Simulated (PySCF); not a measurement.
Be(iPr)(SeH) (C₃H₈BeSe), SMILES C[CH](C)[Be][SeH].

Geometry optimised at ωB97X-D3(BJ)/def2-SVP. The values are those of a single conformer.

Computed with C-PCM-ωB97X/def2-SVP (PySCF).

The values are the electrostatic part of the solvation free energy, E(continuum) − E(gas) at the gas-phase geometry, in a cavity of scaled van der Waals radii (PySCF's table); cavitation and dispersion terms are not included. A continuum can't describe solvent molecules that bind to the metal. In vacuum the orbital gap is 10.81 eV. The dipole moment in vacuum is 1.08 D.

Computed values in water (ε = 78.36), chlorobenzene (ε = 5.70), tetrahydrofuran (ε = 7.43):
```
solvent              ε  ΔG(elec) (kcal/mol)  dipole (D)  gap (eV)
---------------  -----  -------------------  ----------  --------
water            78.36                 -4.7        1.50     11.24
chlorobenzene     5.70                 -3.8        1.42     11.16
tetrahydrofuran   7.43                 -4.0        1.44     11.18
```
